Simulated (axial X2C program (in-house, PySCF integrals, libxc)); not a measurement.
# Levels of As₂⁻ by electron attachment to As₂ (EOM-EA-CCSD)

Calculated with an axial X2C code built on PySCF integrals: two-component X2C with atomic mean-field Coulomb and Gaunt terms, Gaussian nuclei, basis As dyall-acv3z with contracted cores.

R = 2.397 Å (1.150 times 2.084 Å, the PBE0 minimum at charge 0 for the lowest determinant).

Levels of As₂⁻ obtained by attaching an electron to As₂:

```csv
Ω,binding energy (eV),above lowest (cm⁻¹),attached spinor,one-particle weight
1/2,1.057,0,"72% As pπ, 22% As dπ",0.94
3/2,0.926,1060,"72% As pπ, 22% As dπ",0.94
1/2,-0.566,13089,88% As pσ,0.98
1/2,-1.071,17160,"84% As sσ, 12% As pσ",0.98
1/2,-1.413,19923,98% As pπ,0.98
3/2,-1.423,20002,98% As pπ,0.98
1/2,-1.730,22480,"78% As pσ, 18% As dσ",0.99
```

What is the splitting of the first π pair in the table, and is it regular or inverted?

E(3/2) − E(1/2) = 1060 − 0 = 1060 cm⁻¹ at EOM-EA-CCSD: regular, Ω = 1/2 lower. Splittings at this level can be off by ten to twenty per cent.

Negative binding energies belong to unbound states, resonances or levels that the basis set holds; within some tenths of an eV of zero the sign is not settled.

This point took 13 s on 1 thread of Arm Neoverse V2 (shared host).

Reference electrons by ω block (each with its −ω partner): 1/2: 22, 3/2: 9, 5/2: 2. 10 electrons of As₂ correlated (inner shells frozen), 92 natural virtual spinors (a truncated set); levels can be off by some tenths of an eV. Roots sought by Ω: (1/2: 5, 3/2: 4, 5/2: 2, 7/2: 1); the list ends where they run out and leaves out roots under 60 % one-particle weight. The solver can skip a root, and states that need a further excitation, which the method places far too high, are missing though they may lie low or lowest. T1 of the reference 0.026 (Lee–Taylor). Number of frozen shells: As 3 s, 2 p, 1 d. g and u states are not told apart. Large amplitudes in the reference (orbital relaxation or multireference character) lower the reliability.
